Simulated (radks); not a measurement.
Valence configurations of La+ (all share [Xe]). All-electron calculation, scalar-relativistic Kohn-Sham, PBE, spin-unpolarised, spherical densities, point nucleus. Program: a radial shooting solver on a logarithmic mesh with Libxc functionals. Energies are relative to 5d2; eigenvalues in eV.

| valence | E (eV) | e(4f) | e(5d) | e(6p) | e(6s) |
|---|---|---|---|---|---|
| 5d2 | 0.000 | - | -7.170 | - | - |
| 5d1 6s1 | -0.068 | - | -8.509 | - | -8.344 |
| 4f1 5d1 | 0.895 | -3.642 | -6.141 | - | - |
| 6s2 | 0.351 | - | - | - | -9.255 |
| 5d1 6p1 | 2.890 | - | -9.322 | -5.949 | - |
| 4f0.5 5d0.5 6p1 | 2.439 | -8.554 | -8.679 | -5.814 | - |
| 5d0.5 6p1.5 | 4.707 | - | -10.397 | -6.503 | - |
| 5d1.5 6p0.5 | 1.325 | - | -8.241 | -5.355 | - |

NIST lists [Xe] 5d2 as the ground configuration; this level of theory puts 5d1 6s1 lower, by 0.068 eV. The energies are those of spherical spin-averaged densities, not of single terms.
